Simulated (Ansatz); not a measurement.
CH6GeSe, SMILES `C[Se][GeH3]`. Total charge 0; spin multiplicity 1.

Cartesian coordinates in Å:
```
C -0.623 0.886 1.218
Se -1.055 0.745 -0.685
Ge 0.581 -0.848 -1.217
H -0.764 -0.073 1.712
H -1.316 1.615 1.636
H 0.398 1.240 1.351
H 0.441 -1.141 -2.716
H 0.357 -2.130 -0.394
H 1.981 -0.293 -0.905
```

**Question.** List the harmonic frequencies (cm⁻¹, unscaled) at PBE0-D4/def2-TZVP in Ansatz. (An estimate is asked.)

**Answer.** Computed: 88, 134, 137, 296, 532, 538, 610, 813, 862, 881, 916, 931, 1308, 1462, 1470, 2140, 2140, 2175, 3073, 3174, 3175.

**Question.** Is this a minimum?

**Answer.** Yes, all 21 modes are real.

**Question.** Give the ideal-gas thermochemistry at 298.15 K and 1 bar (rigid rotor, harmonic oscillator; point group Cs, symmetry number 1).

**Answer.** Zero-point energy 160.6 kJ/mol; H(298) − E = 179.4 kJ/mol; entropy 340.6 J/(mol·K), of which translation 172.9, rotation 112.1, vibration 55.6; G(298) − E = 77.9 kJ/mol. Modes under 100 cm⁻¹ are hindered rotations or soft bends, so the harmonic entropy is rough.

**Question.** And at 400, 500, 600, 800 and 1000 K?

**Answer.** 
```
T (K)  H − E (kJ/mol)  S (J/mol/K)  G − E (kJ/mol)
  400           189.6        369.7            41.7
  500           201.0        395.1             3.4
  600           213.6        418.1           -37.2
  800           241.7        458.4          -125.0
 1000           272.9        493.1          -220.2
```
